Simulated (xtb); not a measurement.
Mo(O)(NH)(NH2)(SH) (H4MoN2OS), SMILES [NH]=[Mo]([NH2])([SH])=[O], multiplicity 1. All values are semi-empirical tight-binding results from xtb (GFN2-xTB unless named), good for trends rather than for accurate numbers. Coordinates come from a GFN2-xTB optimisation. The spin state was assumed, not searched. The structure was generated by enumeration; whether it is a known compound was not checked. One conformer was computed; it need not be the lowest.

Optimised geometry:

```xyz
9

Mo     0.2885     0.0729    -0.1462
O      1.4870    -0.0207     0.9703
N      0.3741    -0.7570    -1.6643
H      0.6620    -1.3133    -2.4621
N     -0.1127     1.9020    -0.4945
H      0.1261     2.6622     0.1461
H     -0.4175     2.3270    -1.3710
S     -1.5688    -0.8739     0.9380
H     -1.1148    -0.6042     2.1678
```
Charge 0, spin multiplicity 1.

For metal compounds this method's bond lengths and energies can be far off.

- orbital gap: 3.06 eV
- zero-point energy: 30.1 kcal/mol
- G − E(el) at 298.15 K (modified RRHO): 9.5 kcal/mol

Task: Give the atomic charges and the Wiberg bond orders between heavy atoms. (The exact figures need the calculation; the answer reports its results.)

Result: charges (e) Mo1 0.81, O2 -0.51, N3 -0.46, H4 0.19, N5 -0.39, H6 0.20, H7 0.20, S8 -0.25, H9 0.20. Bond orders Mo1–O2 2.09, Mo1–N3 2.21, Mo1–N5 1.32, Mo1–S8 1.26.
